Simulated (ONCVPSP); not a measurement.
What one change does to a pseudopotential (gallium (Ga), ONCV)

gallium, optimised norm-conserving Vanderbilt (ONCV), made with ONCVPSP 4.0.1 (PBE, scalar-relativistic). Core [Ar], reference 3d10 4s1.75 4p1.25. Waves: 4s: rc 1.55 bohr, ncon 5, nbas 8, qcut 4 1/bohr, 2 projectors, debl 1.5 Ha; 4p: rc 2.00 bohr, ncon 3, nbas 7, qcut 3.5 1/bohr, 1 projector; 3d: rc 0.70 bohr, ncon 4, nbas 7, qcut 14.6 1/bohr, 3 projectors, debl 1.9 Ha. Local part: polynomial inside 0.45 bohr (lpopt 5, dvloc0 0 Ha). Core correction: polynomial model core, fcfact 0.2.

All-electron outer shells of the reference configuration (PBE, scalar-relativistic, ld1.x):

```json
{"shell": "3s", "level (eV)": "-148.63", "outermost node (bohr)": "0.27", "outermost maximum (bohr)": "0.56"}
{"shell": "3p", "level (eV)": "-99.37", "outermost node (bohr)": "0.24", "outermost maximum (bohr)": "0.56"}
{"shell": "3d", "level (eV)": "-19.65", "outermost node (bohr)": "–", "outermost maximum (bohr)": "0.53"}
{"shell": "4s", "level (eV)": "-9.24", "outermost node (bohr)": "0.81", "outermost maximum (bohr)": "1.90"}
{"shell": "4p", "level (eV)": "-2.78", "outermost node (bohr)": "0.87", "outermost maximum (bohr)": "2.53"}
```

Change: core correction polynomial model core, fcfact 0.08.

Cutoffs: the cutoffs (Ha) at which the residual kinetic energy of the hardest occupied pseudo-wave falls to 1 and 0.1 mHa per electron; they do not see the model core or the augmentation charge, which bear on the density cutoff. Errors are all-electron minus pseudo energies relative to the spin-unpolarised reference configuration.

Problem. How do hardness, ghosts and transferability respond?

Solution. The potential gets neither clearly harder nor softer (333 Ha and 390 Ha → 333 Ha and 390 Ha); both files keep a bound ghost (d, p, s); of the 4 tests that both files solve, the error grows in 0 and shrinks in 2 by more than 15 % and 0.3 meV (median size 0.7 → 0.5 meV). A model core, the more so a compact one, raises the density cutoff, which this test does not measure.

```tsv
quantity	base	changed
cutoff, loose	333 Ha	333 Ha
cutoff, tight	390 Ha	390 Ha
bound ghosts	s, p, d	s, p, d
GHOST(+) flags under 300 eV	s at 285.7 eV	s at 285.7 eV
error for 3d10 4s2 4p1, meV [ΔE -1.60 eV]	+0.2	+0.3
error for 3d10 4s2 4p0, meV [ΔE 4.08 eV]	-0.4	-0.4
error for 3d10 4s1 4p0, meV [ΔE 25.21 eV]	-16	-13
error for 3d10 4s1 4p2, meV [ΔE 4.93 eV]	-0.9	-0.6
s: phases at 1.57 bohr within 0.05 rad from the reference energy up to (Ha; the scan ends near 5)	to the end of the scan	to the end of the scan
p: phases at 2.03 bohr within 0.05 rad from the reference energy up to (Ha; the scan ends near 5)	1.7	1.7
d: phases at 0.71 bohr within 0.05 rad from the reference energy up to (Ha; the scan ends near 5)	to the end of the scan	to the end of the scan
rms error of d²Exc/dni dnj with the model core, mHa	3.84	5.11
```

 A true bound ghost makes a file unfit for plane-wave use even where its test errors are small: the radial tests pick states by their node count and pass the ghost by.
